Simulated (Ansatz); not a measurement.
Input for Ansatz (a first-principles code): R-CCSD(T)/def2-SVP on I2 (SMILES II). Elements past Kr take the def2 small-core potentials; no spin–orbit coupling.

Ansatz 0.2 input:
```yaml
crystal:
  periodic: [false, false, false]
  atoms:
    - {symbol: I, position_ang: [-0.00000000, 0.00000000, -1.34727122]}
    - {symbol: I, position_ang: [0.00000000, -0.00000000, 1.34727122]}
basis:
  gaussian:
    orbitals: def2-SVP
magnetization: {spin_polarized: false}
correlation: {method: ccsd_t, electrons: outside_noble_gas}
scf: {lower_state_search: off}
```

Task: Predict the final total energy.

Result: -593.5341 hartree (reference determinant -593.3163, T1 diagnostic 0.008).
